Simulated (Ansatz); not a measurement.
CH$_{7}$OSi$_{2}$ (`C[Si](O)[SiH3]`) radical, relaxed with UKS PBE-D4/def2-SVP in Ansatz 0.2.0 from a rough embedded geometry. The force threshold is 0.03 eV/Å; the program also tests the step.

The species carries charge 0 and has multiplicity 2.

Start:

```xyz
11

C    -0.473   -0.548   -1.438
Si   -0.744    0.165    0.186
O    -1.423   -0.910    1.223
Si    1.135    1.070    1.028
H    -1.348   -0.920   -1.927
H     0.285   -1.385   -1.451
H    -0.046    0.194   -2.173
H    -2.297   -1.370    0.913
H     2.222   -0.048    1.213
H     1.732    2.044    0.085
H     0.957    1.710    2.341
```

```tsv
step	energy (eV)	largest force (eV/Å)	largest move (Å)
1	-18933.5669	2.619	0.000
2	-18933.9026	1.262	0.110
3	-18933.9715	0.320	0.120
4	-18933.9847	0.138	0.051
5	-18933.9861	0.057	0.018
6	-18933.9868	0.040	0.025
7	-18933.9871	0.019	0.019
```

End:

```xyz
11

C    -0.490   -0.578   -1.553
Si   -0.792    0.227    0.145
O    -1.415   -0.887    1.267
Si    1.201    1.053    1.083
H    -1.435   -0.923   -2.022
H     0.191   -1.452   -1.460
H    -0.023    0.158   -2.239
H    -2.182   -1.397    0.951
H     2.257   -0.007    1.295
H     1.759    2.082    0.132
H     0.931    1.724    2.403
```

Hardware: 4 threads of an Arm Neoverse V2 on a shared host. Wall time 12 s, peak host memory 0.16 GiB.
